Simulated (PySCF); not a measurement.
## Exercise with solution: oscillator strength and radiative lifetime

C₄H₃Br, SMILES C(=C/Br)/C#C.

Geometry: B3LYP-D3(BJ)/def2-SVP.

TDA-PBE/def2-SVPD run with PySCF puts the first singlet state with f over 0.02 at 5.09 eV (vertical), with the transition dipole (0.180, -1.530, 0.000) in atomic units.

Q: Find the oscillator strength, the wavelength and the radiative lifetime that this transition would have in vacuum if emission retraced absorption.

A: 
|μ|² = 2.3733 au, so |μ| = 3.92 D. ΔE = 5.09/27.211 = 0.1871 hartree. f = (2/3) ΔE |μ|² = 0.296 (the program prints 0.296).
λ = 1239.84/5.09 = 244 nm; ν = 41054 cm⁻¹.
Einstein's coefficient A = 0.6670 ν² f s⁻¹ (ν in cm⁻¹) = 3.3e8 s⁻¹, so τ = 1/A = 3.0 ns. This state is S3; the lower singlets have f = 0.000, 0.000. The figure is the radiative limit of this one transition; relaxation, internal conversion, crossing to triplets and a medium change what is measured.
